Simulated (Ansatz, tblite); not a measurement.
Cost and result up the ladder for B8P7H24⁻, a nanocrystal cut from zinc blende BP (hydrogen-capped) (39 atoms). Total charge -1; singlet. Geometry: r2SCAN-D4/def2-SVP.

Cartesian coordinates in Å:
```
B -2.416 -1.441 -2.434
B 3.027 -1.653 1.393
B 0.220 -1.615 -0.402
B -2.529 -0.476 0.700
B 0.168 -0.582 2.598
B -0.183 1.632 0.351
B -2.811 1.750 -1.695
B 2.631 1.537 2.134
P -0.483 -1.542 -2.212
P -3.082 -0.116 -1.150
P 2.161 -1.644 -0.353
P 2.113 -0.319 2.503
P -0.945 2.189 -1.347
P 1.699 2.086 0.513
P -0.570 -0.256 0.797
H -2.666 -1.151 -3.594
H -2.809 -2.548 -2.097
H 4.216 -1.419 1.246
H 2.785 -2.766 1.836
H -0.141 -2.689 0.051
H -2.793 -1.636 0.979
H -3.039 0.353 1.440
H -0.065 -1.743 2.897
H -0.312 0.246 3.358
H -0.759 2.286 1.205
H -3.048 1.942 -2.877
H -3.432 2.476 -0.933
H 3.833 1.673 1.964
H 2.161 2.257 3.003
H 0.036 -2.644 -2.951
H 0.189 -0.509 -2.928
H -4.493 -0.274 -1.220
H 2.624 -2.744 -1.132
H 2.662 -0.604 -1.188
H 2.646 -0.554 3.801
H -0.091 1.756 -2.402
H -0.737 3.590 -1.506
H 2.381 1.661 -0.662
H 1.851 3.489 0.316
```

Ansatz on 2 threads of AMD EPYC 7R13 on a shared host and a share (18 GiB) of an NVIDIA H100 80GB HBM3; xTB runs through tblite on one thread. Times are rough, summed over both states, and most runs start from the orbitals of an earlier one. PBE0-D4/def2-TZVP serves as the yardstick here, not as an exact answer. The other state is a triplet.

The xTB rows come from tblite. Single mean-field runs in def2-TZVP are fitted with def2-universal-jkfit. HOMO above LUMO, or a gap near zero within one spin, warns that the state may not be the lowest or that an electron is smeared out.

xTB has no spin-polarisation term.

| level | functions | wall time | vertical triplet (eV) | difference from PBE0-D4/def2-TZVP (eV) | remarks |
| --- | --- | --- | --- | --- | --- |
| GFN2-xTB | 119 | 0.17 s | 3.86 | -1.06 | – |
| GFN1-xTB | 143 | 0.28 s | 5.08 | 0.16 | – |
| PBE0-D4/def2-TZVP (with forces) | 651 | 29 s | 4.92 | 0.00 | HOMO above zero (triplet) |
| PBE-D4/def2-TZVP | 651 | 32 s | 4.31 | -0.61 | HOMO above zero (triplet), gap within one spin near zero (triplet) |
